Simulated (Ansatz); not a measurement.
C4H10AlCl, SMILES `C[CH2][Al]([Cl])[CH2]C`, one more setting.

```yaml
crystal:
  periodic: [false, false, false]
  atoms:
    - {symbol: C, position_ang: [-0.276937, -2.672678, 0.137280]}
    - {symbol: C, position_ang: [-0.248904, -1.687557, 1.126513]}
    - {symbol: Al, position_ang: [-0.320952, 0.219944, 0.744962]}
    - {symbol: Cl, position_ang: [-0.682516, 1.552211, 2.266584]}
    - {symbol: C, position_ang: [0.251527, 1.022539, -0.575344]}
    - {symbol: C, position_ang: [0.254308, 2.485948, -0.892500]}
    - {symbol: H, position_ang: [-0.572356, -2.269249, -0.936554]}
    - {symbol: H, position_ang: [-0.268141, -3.690340, 0.183960]}
    - {symbol: H, position_ang: [0.817001, -2.389137, -0.299579]}
    - {symbol: H, position_ang: [-0.055968, -2.158961, 2.363583]}
    - {symbol: H, position_ang: [-1.362290, -1.660924, 1.345668]}
    - {symbol: H, position_ang: [1.614858, 0.846755, -0.651943]}
    - {symbol: H, position_ang: [-0.125001, 0.682407, -1.665528]}
    - {symbol: H, position_ang: [-0.624275, 3.072246, -1.002050]}
    - {symbol: H, position_ang: [0.841640, 2.876463, -1.907052]}
    - {symbol: H, position_ang: [1.104967, 2.942394, 0.112862]}
basis:
  gaussian: {orbitals: def2-mTZVP}
hamiltonian: {xc: {name: B2GP-PLYP}, pseudopotentials: {relativity: scalar}}
accuracy: high
output: {forces: true}
```

```sh
$ ansatz run in.yaml --threads 4 --pin off --events-out ev --progress --plain --max-ram 11315MiB
```

It prints (some lines left out):

```
Functional definition: B2GP-PLYP
3282 factors; integrals over basis functions are off by at most 5.8e-8 eV
mean field evaluation 1: about -23440.2412 eV, gradient 5.8e1 eV
mean field evaluation 2: about -23440.3813 eV, gradient 5.8e1 eV
mean field evaluation 4: about -23448.5134 eV, gradient 3.4e0 eV
mean field evaluation 8: about -23448.5552 eV, gradient 6.3e-2 eV
mean field evaluation 16: about -23448.5553 eV, gradient 2.8e-5 eV
mean field -23448.55525372 eV, -861.7185115725 hartree, gradient 6.1e-8 eV, S^2 0.000000; 0 other end points of the search recorded, 0 dependent functions left out
14 core orbitals not correlated: weight in the atoms' cores, before any rotation towards them, 1.000 or more for the frozen orbitals, at most 0.000 for the correlated occupied ones
reference -23448.55528006 eV, -861.7185125407 hartree; 18, 18 occupied and 118, 118 virtual orbitals, 3282 factors
second order -24.31657054 eV of doubles, -0.00000000 eV of singles
Total energy: -23457.30924546 eV, -862.0402148353 hartree
Relativity: scalar
Atom 0 at    -0.276937    -2.672678     0.137280 Å, force     6.032372     2.749708    -8.225646 eV/Å
Atom 1 at    -0.248904    -1.687557     1.126513 Å, force    -4.083889     0.939501     7.435731 eV/Å
Atom 2 at    -0.320952     0.219944     0.744962 Å, force    -1.396923    -4.682102     6.715819 eV/Å
Atom 3 at    -0.682516     1.552211     2.266584 Å, force    -0.533059     0.528530     1.198382 eV/Å
Atom 4 at     0.251527     1.022539    -0.575344 Å, force     5.554425     3.215114   -11.697706 eV/Å
Atom 5 at     0.254308     2.485948    -0.892500 Å, force     5.681095     3.652515     1.233622 eV/Å
Atom 6 at    -0.572356    -2.269249    -0.936554 Å, force    -1.178942    -1.080644     2.201163 eV/Å
Atom 7 at    -0.268141    -3.690340     0.183960 Å, force    -0.710010    -2.522491     0.751410 eV/Å
Atom 8 at     0.817001    -2.389137    -0.299579 Å, force    -1.003942    -2.101662     0.679435 eV/Å
Atom 9 at    -0.055968    -2.158961     2.363583 Å, force     0.312108     1.627728    -3.822454 eV/Å
Atom 10 at    -1.362290    -1.660924     1.345668 Å, force    -0.117344     0.681101     0.607537 eV/Å
Atom 11 at     1.614858     0.846755    -0.651943 Å, force    -4.137583    -0.354327     0.343391 eV/Å
Atom 12 at    -0.125001     0.682407    -1.665528 Å, force     0.899432    -0.574134     2.338195 eV/Å
Atom 13 at    -0.624275     3.072246    -1.002050 Å, force    -1.119045     0.023795     0.869195 eV/Å
Atom 14 at     0.841640     2.876463    -1.907052 Å, force    -1.113536    -1.667826     2.537214 eV/Å
Atom 15 at     1.104967     2.942394     0.112862 Å, force    -3.085161    -0.434807    -3.165289 eV/Å
Dipole moment:    -0.092874    -0.247895    -0.511967 e Å
```

It took 31 s on 4 threads of an Arm Neoverse V1 on a shared host, with 0.85 GiB of host memory at the peak.
